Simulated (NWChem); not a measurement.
System: MgNH2Cl; SMILES [NH2][Mg][Cl]

Parts of the log:

```
             Northwest Computational Chemistry Package (NWChem) 7.3.0
             --------------------------------------------------------

                             Geometry "geometry" -> ""
                             -------------------------

 Output coordinates in angstroms (scale by  1.889725989 to convert to a.u.)

  No.       Tag          Charge          X              Y              Z
 ---- ---------------- ---------- -------------- -------------- --------------
    1 Mg                  12.0000    -0.10115400    -0.29483100    -0.05989500
    2 Cl                  17.0000     0.37429000     1.85907600     0.05719700
    3 N                    7.0000    -0.50337900    -2.13060800    -0.16038900
    4 H                    1.0000     0.04808900    -2.83788900    -0.63347000
    5 H                    1.0000    -1.31344200    -2.58758300     0.24387200

 Effective nuclear repulsion energy (a.u.)     104.1572470908

  xc_inp: hfexch multiplicative factor not found.
                              NWChem Property Module
                              ----------------------

  itol2e modified to match energy
  convergence criterion.

                                 NWChem DFT Module
                                 -----------------

 Summary of "ao basis" -> "ao basis" (spherical)
 ------------------------------------------------------------------------------
       Tag                 Description            Shells   Functions and Types
 ---------------- ------------------------------  ------  ---------------------
 Mg                          6-31g*                  8       18   4s3p1d
 Cl                          6-31g*                  8       18   4s3p1d
 N                           6-31g*                  6       14   3s2p1d
 H                           6-31g*                  2        2   2s

  itol2e modified to match energy
  convergence criterion.

            General Information
            -------------------
          SCF calculation type: DFT
          Wavefunction type:  closed shell.
          No. of atoms     :     5
          No. of electrons :    38
           Alpha electrons :    19
            Beta electrons :    19
          Charge           :     0
          Spin multiplicity:     1
          Use of symmetry is: off; symmetry adaption is: off
          Maximum number of iterations: 150
          AO basis - number of functions:    54
                     number of shells:    26
          Convergence on energy requested:  1.00D-07
          Convergence on density requested:  1.00D-05
          Convergence on gradient requested:  5.00D-04

              XC Information
              --------------
                     Hartree-Fock (Exact) Exchange  1.000

      Superposition of Atomic Density Guess
      -------------------------------------

 Sum of atomic energies:        -714.33600533

      Non-variational initial energy
      ------------------------------

 Total energy =    -714.838666
 1-e energy   =   -1196.149682
 2-e energy   =     377.153769
 HOMO         =      -0.334778
 LUMO         =      -0.083651

   convergence    iter        energy       DeltaE   RMS-Dens  Diis-err
 ---------------- ----- ----------------- --------- --------- ---------
 d= 0,ls=0.0,diis     1   -714.7160180914 -8.19D+02  1.20D-02  4.64D-01
 d= 0,ls=0.0,diis     2   -714.7645973551 -4.86D-02  3.67D-03  1.42D-01
 d= 0,ls=0.0,diis     3   -714.7812134189 -1.66D-02  1.03D-03  2.45D-03
 d= 0,ls=0.0,diis     4   -714.7818772118 -6.64D-04  3.07D-04  2.35D-04
 d= 0,ls=0.0,diis     5   -714.7819495872 -7.24D-05  1.50D-04  2.14D-05
  Resetting Diis
 d= 0,ls=0.0,diis     6   -714.7819610488 -1.15D-05  4.02D-05  1.22D-06
 d= 0,ls=0.0,diis     7   -714.7819616677 -6.19D-07  6.29D-06  6.80D-08
 d= 0,ls=0.0,diis     8   -714.7819616909 -2.33D-08  3.64D-06  1.23D-08

         Total DFT energy =     -714.781961690942
      One electron energy =    -1199.174971968179
           Coulomb energy =      431.312464213948
    Exchange-Corr. energy =      -51.076701027485
 Nuclear repulsion energy =      104.157247090773

 Numeric. integr. density =        0.000000000000

                       DFT Final Molecular Orbital Analysis
                       ------------------------------------

 Vector   17  Occ=2.000000D+00  E=-4.317465D-01
              MO Center=  3.6D-01,  1.8D+00,  5.3D-02, r^2= 1.3D+00
   Bfn.  Coefficient  Atom+Function         Bfn.  Coefficient  Atom+Function
  ----- ------------  ---------------      ----- ------------  ---------------
    27      0.578605  2 Cl pz                25      0.352707  2 Cl px
    31      0.343258  2 Cl pz                23     -0.226077  2 Cl pz
    29      0.209244  2 Cl px                21     -0.137813  2 Cl px
    26     -0.109404  2 Cl py                30     -0.064899  2 Cl py
     9      0.053815  1 Mg pz                15      0.042968  1 Mg d -1

 Vector   18  Occ=2.000000D+00  E=-4.317123D-01
              MO Center=  3.6D-01,  1.8D+00,  5.3D-02, r^2= 1.3D+00
   Bfn.  Coefficient  Atom+Function         Bfn.  Coefficient  Atom+Function
  ----- ------------  ---------------      ----- ------------  ---------------
    25      0.570037  2 Cl px                27     -0.367516  2 Cl pz
    29      0.337522  2 Cl px                21     -0.222770  2 Cl px
    31     -0.217607  2 Cl pz                23      0.143625  2 Cl pz
    26     -0.105940  2 Cl py                30     -0.062719  2 Cl py
     7      0.048406  1 Mg px                14      0.046111  1 Mg d -2

 Vector   19  Occ=2.000000D+00  E=-3.608152D-01
              MO Center= -4.8D-01, -2.0D+00, -1.6D-01, r^2= 1.2D+00
   Bfn.  Coefficient  Atom+Function         Bfn.  Coefficient  Atom+Function
  ----- ------------  ---------------      ----- ------------  ---------------
    41      0.460732  3 N  pz                45      0.436861  3 N  pz
    39      0.280596  3 N  px                43      0.266028  3 N  px
    40     -0.088612  3 N  py                44     -0.084178  3 N  py
     9      0.074451  1 Mg pz                13      0.068804  1 Mg pz
    15     -0.048283  1 Mg d -1               7      0.045451  1 Mg px

 Vector   20  Occ=0.000000D+00  E= 4.340330D-02
              MO Center= -1.1D-01, -2.9D-01, -5.6D-02, r^2= 6.5D+00
   Bfn.  Coefficient  Atom+Function         Bfn.  Coefficient  Atom+Function
  ----- ------------  ---------------      ----- ------------  ---------------
    10      1.371567  1 Mg s                 28     -0.384464  2 Cl s
    42     -0.331783  3 N  s                 30      0.208629  2 Cl py
     2     -0.180676  1 Mg s                  6     -0.149266  1 Mg s
    26      0.140903  2 Cl py                 8      0.100982  1 Mg py
    38     -0.083498  3 N  s                 44     -0.082919  3 N  py

 Vector   21  Occ=0.000000D+00  E= 6.947992D-02
              MO Center= -8.9D-02, -2.9D-01, -6.6D-02, r^2= 8.2D+00
   Bfn.  Coefficient  Atom+Function         Bfn.  Coefficient  Atom+Function
  ----- ------------  ---------------      ----- ------------  ---------------
    11      0.859945  1 Mg px                13     -0.554269  1 Mg pz
    29     -0.203190  2 Cl px                12     -0.158743  1 Mg py
    52     -0.139819  4 H  s                 54      0.139917  5 H  s
    31      0.131198  2 Cl pz                25     -0.110266  2 Cl px
     7      0.073187  1 Mg px                27      0.071210  2 Cl pz

 Vector   22  Occ=0.000000D+00  E= 8.719735D-02
              MO Center= -1.1D-01, -3.4D-01, -6.0D-02, r^2= 8.4D+00
   Bfn.  Coefficient  Atom+Function         Bfn.  Coefficient  Atom+Function
  ----- ------------  ---------------      ----- ------------  ---------------
    13      0.885274  1 Mg pz                11      0.539995  1 Mg px
    45     -0.204204  3 N  pz                31     -0.202163  2 Cl pz
    12     -0.165744  1 Mg py                41     -0.127300  3 N  pz
    43     -0.124410  3 N  px                29     -0.123205  2 Cl px
    27     -0.114017  2 Cl pz                39     -0.077593  3 N  px

     Multipole analysis of the density
     ---------------------------------

     L   x y z        total         alpha         beta         nuclear
     -   - - -        -----         -----         ----         -------
     0   0 0 0     -0.000000    -19.000000    -19.000000     38.000000

     1   1 0 0     -0.234106     -0.457275     -0.457275      0.680445
     1   0 1 0     -1.042304     -7.821723     -7.821723     14.601142
     1   0 0 1     -0.058611      1.160005      1.160005     -2.378621

     2   2 0 0    -19.865928    -20.656052    -20.656052     21.446177
     2   1 1 0     -1.726897    -41.853451    -41.853451     81.980005
     2   1 0 1     -1.424352     -1.874601     -1.874601      2.324850
     2   0 2 0    -28.076620   -203.882370   -203.882370    379.688119
     2   0 1 1      0.007218     -9.956694     -9.956694     19.920606
     2   0 0 2    -20.845604    -11.743193    -11.743193      2.640783

          -----------------------------------------
          Chemical Shielding Tensors (GIAO, in ppm)
          -----------------------------------------

                                NWChem CPHF Module
                                ------------------

  scftype          =     RHF
  nclosed          =       19
  nopen            =        0
  variables        =      665
  # of vectors     =        3
  tolerance        = 0.10D-03
  level shift      = 0.00D+00
  max iterations   =       50
  max subspace     =       30

 SCF residual:    5.7045953013633850E-005

Iterative solution of linear equations
  No. of variables      665
  No. of equations        3
  Maximum subspace       30
        Iterations       50
       Convergence  1.0D-04

   iter   nsub   residual    time
   ----  ------  --------  ---------
     1      3    1.38D+00       5.4
     2      6    1.10D-01       6.2
     3      9    2.37D-02       7.1
     4     12    4.70D-03       7.9
     5     15    1.14D-03       8.8
     6     18    2.98D-04       9.6
     7     21    5.14D-05      10.5

      Atom:    1  Mg
        Diamagnetic
    711.4044      0.7518     -0.7088
      0.7518    714.4578      0.3802
     -0.7088      0.3802    710.5133

        Paramagnetic
   -224.6639     45.5420      7.5709
     45.5420    -26.4637     10.0822
      7.5709     10.0822   -229.0928

        Total Shielding Tensor
    486.7405     46.2938      6.8621
     46.2938    687.9941     10.4623
      6.8621     10.4623    481.4206

           isotropic =     552.0517
          anisotropy =     220.0640

          Principal Components and Axis System
                 1           2           3
              698.7610    483.6233    473.7708

      1         0.2147      0.5138      0.8306
      2         0.9752     -0.1595     -0.1533
      3         0.0537      0.8429     -0.5353

      Atom:    2  Cl
        Diamagnetic
   1146.2686      1.2010     -0.0624
      1.2010   1151.4069      0.3280
     -0.0624      0.3280   1145.8941

        Paramagnetic
    -40.7273      9.0158     -8.5586
      9.0158     -4.2321      4.6045
     -8.5586      4.6045    -51.4796

        Total Shielding Tensor
   1105.5414     10.2168     -8.6211
     10.2168   1147.1748      4.9325
     -8.6211      4.9325   1094.4145

           isotropic =    1115.7102
          anisotropy =      50.9842

          Principal Components and Axis System
                 1           2           3
             1149.6997   1109.2055   1088.2255

      1         0.2152      0.8305      0.5138
      2         0.9751     -0.1539     -0.1596
      3         0.0534     -0.5354      0.8429

      Atom:    3  N
        Diamagnetic
    316.8447      4.1924     -7.4937
      4.1924    332.8789      3.0889
     -7.4937      3.0889    308.3920

        Paramagnetic
    -30.0088     -2.6419     -6.2519
     -2.6419    -43.4748      0.9276
     -6.2519      0.9276    -35.4808

        Total Shielding Tensor
    286.8359      1.5504    -13.7456
      1.5504    289.4041      4.0165
    -13.7456      4.0165    272.9112

           isotropic =     283.0504
          anisotropy =      18.5166

          Principal Components and Axis System
                 1           2           3
              295.3948    289.9908    263.7656

      1         0.8329      0.2077      0.5131
      2        -0.1430      0.9762     -0.1630
      3        -0.5347      0.0625      0.8427

      Atom:    4  H
        Diamagnetic
     27.5628     -7.3562     -5.5094
     -7.3562     36.5416      7.4976
     -5.5094      7.4976     25.6600

        Paramagnetic
      5.9640      1.5037     -0.0847
      1.5037      0.6297     -1.8235
     -0.0847     -1.8235      5.0454

        Total Shielding Tensor
     33.5268     -5.8524     -5.5941
     -5.8524     37.1713      5.6741
     -5.5941      5.6741     30.7053

           isotropic =      33.8011
          anisotropy =      17.7872

          Principal Components and Axis System
                 1           2           3
               45.6593     29.5418     26.2023

      1        -0.5496      0.6582      0.5145
      2         0.6919      0.7038     -0.1612
      3         0.4682     -0.2674      0.8422
```

Level: Hartree-Fock/6-31G* (spherical d), GIAO. The geometry was optimised at B3LYP/6-31G* (spherical d). The printed shielding anisotropy is the first printed principal value minus the mean of the other two.

Which NWChem input produces such a log?

One answer among several that fit: the input that was run:
```
start job
memory heap 200 mb stack 900 mb global 1100 mb
geometry units angstroms noautosym nocenter noautoz
  Mg    -0.101154    -0.294831    -0.059895
  Cl     0.374290     1.859076     0.057197
  N     -0.503379    -2.130608    -0.160389
  H      0.048089    -2.837889    -0.633470
  H     -1.313442    -2.587583     0.243872
end
basis spherical
  * library 6-31g*
end
dft
  xc hfexch
  iterations 150
end
property
  shielding 4 1 2 3 4
end
task dft property
```
